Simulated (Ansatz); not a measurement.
`C[SiH](Cl)[SiH2]F` + H₂O → `C[SiH](O)Cl` + `F[SiH3]` at 500 K and 1 bar (formal hydrolysis of the Si–Si bond).

Computed with Ansatz on PBE0-D4/def2-TZVP structures; ΔE is electronic, products minus reactants. CCSD(T)/CBS adds triple-zeta CCSD(T) − MP2 to the extrapolated MP2 energy (def2 sets, frozen cores). This one scheme is used for every species. Each species was taken in one conformer, which may not be the lowest.

```csv
species,CCSD(T)/CBS energy (Eh),H − E (kJ/mol),S (J/(mol·K))
`C[SiH](Cl)[SiH2]F`,-1179.51308,231.0,457.6
H₂O,-76.37941,73.2,206.3
`C[SiH](O)Cl`,-865.21254,203.2,385.0
`F[SiH3]`,-390.72345,94.1,267.5
```

H − E and S are ideal-gas, rigid-rotor, harmonic terms from PBE0-D4/def2-TZVP, for one conformer and one mirror image of each species. 1 Eh = 2625.50 kJ/mol, R = 8.31446 J/(mol·K).

Problem. By hand: ΔE, ΔH, ΔS and ΔG.

Solution. ΔE = (-865.21254) + (-390.72345) − (-1179.51308) − (-76.37941) = -0.04350 Eh = -114.2 kJ/mol. Δ(H − E) = 203.2 + 94.1 − 231.0 − 73.2 = -6.9, so ΔH = -121.1 kJ/mol. ΔS = 385.0 + 267.5 − 457.6 − 206.3 = -11.4 J/(mol·K). ΔG = -121.1 − 500 × (-11.4)/1000 = -115.4 kJ/mol.

Problem. By hand: the equilibrium constant, and the temperature at which ΔG would vanish if ΔH and ΔS stayed fixed.

Solution. log₁₀ K = −ΔG/(RT ln 10) = 12.1. ΔG = 0 at ΔH/ΔS = 10623 K, far beyond where these terms or the molecules hold.

The number of gas molecules stays the same, so ΔS is small and ΔH decides. A doubt of 5 kJ/mol in ΔE shifts log₁₀ K by 0.5 here. Other conformers and mirror images would add mixing entropy, several J/(mol·K) or more a flexible species. Modes under 60 cm⁻¹, often nearly free rotors, make the harmonic entropy too high. These are equilibria of isolated gas molecules and say nothing of rates. Largest T1 diagnostic: 0.011 (customary marks: 0.02 for closed shells, 0.045 for open ones).
